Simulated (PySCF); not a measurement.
Work out the structure from these simulated measurements.

Formula: C6H7ClN; charge +1.

- Polarisability: 84.2 au [PBE0/def2-SVPD]
- 13C NMR: chemical shifts (computed TMS as zero) by class: 157.4 (1 C), 156.5 (1 C), 150.1 (1 C), 147.4 (1 C), 137.6 (1 C), 47.9 (1 C) ppm [GIAO PBE0/pcSseg-1]
- Rotational structure: rotational constants A, B, C: 3.437, 1.224, 0.908 GHz [GFN2-xTB]
- 1H NMR: chemical shifts (computed TMS as zero) by class: 8.96 (1 H), 8.63 (1 H), 8.44 (1 H), 8.43 (1 H), 4.58 (3 H) ppm [GIAO PBE0/pcSseg-1]
- UV, first state: lowest singlet excitation: 4.72 eV (263 nm, f = 0.058) [TDDFT PBE0/def2-SVPD]
- UV, strongest line: among the 8 lowest singlet transitions: S5 at 6.33 eV (196 nm, f = 0.374) [TDDFT PBE0/def2-SVPD]
- Triplet: lowest triplet excitation (Tamm–Dancoff): 3.56 eV [TDA PBE0/def2-SVPD]
- NMR, other nuclei: isotropic shieldings of nuclei other than C and H, by class: 39 (1 N), 656 (1 Cl) ppm [GIAO PBE0/pcSseg-1]

Electronic properties: PySCF, gas phase, density fitting. Levels stand in brackets. Isolated species at its GFN2-xTB geometry, gas phase. Each NMR value is the plain mean over a class of atoms that symmetry, rotation or inversion makes alike.

**Question.** Propose a structure and show how it fits.

**Answer.** Numbering: `[CH3:1][n+:2]1[cH:3][cH:4][cH:5][c:6]([Cl:7])[cH:8]1`. 6 carbons fall into 6 classes; from least to most shielded: aromatic CH carbon [C5] (157.4 ppm), aromatic C–Cl carbon [C6] (156.5 ppm), aromatic CH next to a ring nitrogen [C8] (150.1 ppm), aromatic CH next to a ring nitrogen [C3] (147.4 ppm), aromatic CH carbon [C4] (137.6 ppm), N-methyl carbon [C1] (47.9 ppm). Hydrogen classes from least to most shielded: 1 H on an aromatic CH carbon, C5 (8.96 ppm), 1 H on an aromatic CH next to a ring nitrogen, C8 (8.63 ppm), 1 H on an aromatic CH next to a ring nitrogen, C3 (8.44 ppm), 1 H on an aromatic CH carbon, C4 (8.43 ppm), 3 H on an N-methyl carbon, C1 (4.58 ppm). The other shieldings belong to: 39 ppm, pyridinium-type nitrogen [N2]; 656 ppm, aryl chlorine [Cl7]. S1 is mainly HOMO→LUMO (weight 0.93); the largest Löwdin shares of the orbital it empties are 0.41 on the aryl chlorine, 0.15 on the aromatic C–Cl carbon, 0.13 on an aromatic CH next to a ring nitrogen and 0.12 on an aromatic CH next to a ring nitrogen, of the orbital it fills 0.23 on an aromatic CH carbon, 0.20 on the pyridinium-type nitrogen, 0.15 on an aromatic CH next to a ring nitrogen and 0.13 on an aromatic CH next to a ring nitrogen. By its constants the optimised geometry is an asymmetric top. Structure: `C[n+]1cccc(Cl)c1`. The assignments are read from this structure; whether some other isomer fits the data as well wasn't checked.
